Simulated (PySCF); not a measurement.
Species: ZnMe(OMe), C2H6OZn (singlet state).
SMILES: `C[O][Zn][CH3]`

Computed, not measured: TDDFT PBE0/def2-SVPD, vertical, gas phase, core orbitals frozen in the response (PySCF). Isolated species at its PBE0-D3(BJ)/def2-SVP geometry, gas phase.

Each state is given a Gaussian of 0.25 eV full width at half maximum, with ε(max) = 2.175×10⁸ f / Δν̃ (Δν̃ the width in cm⁻¹). The width is an assumption, not a result. The curve ends short of the highest state used, and states not computed would add to its high-energy end.

λ (nm), ε (L mol⁻¹ cm⁻¹) and a bar:
```
    153.0      10151 #############
    155.2       5758 #######
    157.4       7042 #########
    159.6      13544 ##################
    161.8      17820 #######################
    164.1      13304 #################
    166.3       6177 ########
    168.5       8822 ###########
    170.7      20036 ##########################
    172.9      23052 ##############################
    175.1      12895 #################
    177.3       3671 #####
    179.5        558 #
    181.7         48 
    183.9         20 
    186.2        182 
    188.4        920 #
    190.6       2779 ####
    192.8       5458 #######
    195.0       7810 ##########
    197.2       8919 ############
    199.4       8176 ###########
    201.6       5813 ########
    203.8       3398 ####
    206.0       2252 ###
    208.2       2390 ###
    210.5       3118 ####
    212.7       3483 #####
    214.9       3027 ####
    217.1       1999 ###
    219.3       1010 #
    221.5        417 #
    223.7        199 
    225.9        191 
    228.1        253 
    230.3        293 
    232.6        270 
    234.8        199 
    237.0        119 
    239.2         59 
    241.4         24 
    243.6          8 
    245.8          2 
    248.0          1
```

Problem. Locate the maxima and give the states behind the curve.

Solution. 231 nm (5.37 eV), ε about 290, made up of S1 (100%); 213 nm (5.83 eV), ε about 3500, made up of S2 (92%); 197 nm (6.28 eV), ε about 8900, made up of S4 (65%) and S6 (30%); 172 nm (7.20 eV), ε about 24000, made up of S7 (99%); 162 nm (7.66 eV), ε about 18000, made up of S9 (31%), S10 (24%), S11 (27%) and S12 (18%) (ε in L mol⁻¹ cm⁻¹; maxima over ε = 5, shares over 10%). At its high-energy end, 8.10 eV, the curve is still rising (ε about 10000, from S13). The states used: S1 5.37 eV (f 0.0027); S2 5.82 eV (f 0.030); S3 5.98 eV (f 0.0074); S4 6.23 eV (f 0.061); S5 6.29 eV (f 0.0036); S6 6.39 eV (f 0.043); S7 7.20 eV (f 0.218); S8 7.31 eV (f 0.0052); S9 7.59 eV (f 0.062); S10 7.64 eV (f 0.039); S11 7.65 eV (f 0.045); S12 7.79 eV (f 0.068); S13 8.13 eV (f 0.096); S14 8.70 eV (f 0.0092).

Problem. Does any computed singlet lie in the visible range?

Solution. No computed singlet lies in the visible range (380 to 750 nm); the lowest, at 231 nm, stands 2.11 eV above its violet end (3.26 eV).

Problem. Coming from long wavelengths, where does ε first pass 100 L mol⁻¹ cm⁻¹?

Solution. At about 238 nm (5.22 eV), 0.16 eV below S1.

Problem. On this curve, what absorbance would a 10⁻⁴ mol/L sample give at 193 nm over a 1 cm path?

Solution. 193 nm is 6.424 eV, where ε is about 5700 L mol⁻¹ cm⁻¹, so A = ε c l ≈ 0.57 (Beer–Lambert, with the gas-phase spectrum and the assumed width).

Time: 21 s of wall time (with the writing of density and orbital grids); peak memory 0.65 GiB. Hardware: one thread, Arm Neoverse V1 (aarch64) (shared host).
